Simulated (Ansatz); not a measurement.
Stepwise reaction of `C[O][Sn]([OH])([Cl])[Cl]` with hydrogen fluoride, as a gas-phase model of exchange steps in deposition or etching. ΔE in kJ/mol.

Program: Ansatz. Geometries: PBE0-D4/def2-TZVP. ΔE: electronic, gas phase. CBS: MP2 limit from def2 TZ/QZ plus the TZ coupled-cluster correction, frozen cores. This one scheme is used for every species. DFT in def2-TZVPP. B3LYP here is the variant with VWN-RPA as its local correlation; programs differ in this. def2 core potentials past Kr. For Sn outer-core shells are correlated without core-valence functions, which leaves a few kJ/mol of doubt a bond. Each species was taken in one conformer, which may not be the lowest.

```tsv
step	reaction	PBE-D4	B3LYP-D4	ωB97M-V	CCSD(T)/CBS
1	`C[O][Sn]([OH])([Cl])[Cl]` + H–F → `C[O][Sn]([OH])([F])[Cl]` + HCl	35.0	34.6	34.4	38.8
```

Task: Give the row of step 2, `C[O][Sn]([OH])([F])[Cl]` + H–F → `C[O][Sn]([OH])([F])[F]` + HCl. (Best estimate.)

Result: The calculation gave: 
```tsv
step	reaction	PBE-D4	B3LYP-D4	ωB97M-V	CCSD(T)/CBS
2	`C[O][Sn]([OH])([F])[Cl]` + H–F → `C[O][Sn]([OH])([F])[F]` + HCl	37.7	37.4	37.6	41.5
```

Task: By hand: ΔE of the 2 steps together at CCSD(T)/CBS.

Result: (38.8) + (41.5) = 80.3 kJ/mol, or 40.1 kJ/mol a step.

In ΔE the steps differ by no more than 2.7 kJ/mol. All are uphill at CCSD(T)/CBS. PBE-D4 differs from CCSD(T)/CBS by -3.8 to -3.8 kJ/mol a step. Isolated molecules leave out the surface, adducts and barriers. Largest T1 diagnostic: 0.015.
